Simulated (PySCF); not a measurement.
SMILES [Si](O)(O)([SiH3])OC (B3LYP/def2-SVP optimised geometry):

```
14

C      1.527    -0.324    -3.906
O      0.253    -0.411    -3.313
Si    -0.123    -1.131    -1.868
O     -1.785    -1.140    -1.904
O      0.520    -2.668    -1.774
Si     0.735     0.004     0.000
H      2.139     0.476    -3.448
H      1.405    -0.085    -4.974
H      2.091    -1.272    -3.826
H     -2.229    -1.422    -1.096
H      0.227    -3.298    -2.447
H      2.229     0.004     0.000
H      0.265     1.422     0.000
H      0.264    -0.639     1.265
```

Computed with B3LYP/def2-TZVP (PySCF).

What are the frontier orbital energies and the dipole moment?

HOMO-2 -8.91 eV, HOMO-1 -8.27 eV, HOMO -7.65 eV, LUMO -0.11 eV, LUMO+1 0.13 eV; dipole moment 1.08 D.

On the same geometry PBE/def2-TZVP (PySCF 2.14.0) gives HOMO-2 -7.55 eV, HOMO-1 -6.93 eV, HOMO -6.51 eV, LUMO -0.73 eV, LUMO+1 -0.51 eV; dipole moment 1.08 D.

Meta-Löwdin charges at B3LYP/def2-TZVP: C1 -0.10, O2 -0.62, Si3 1.28, O4 -0.75, O5 -0.76, Si6 0.17, H7 0.10, H8 0.12, H9 0.10, H10 0.35, H11 0.35, H12 -0.08, H13 -0.08, H14 -0.08.
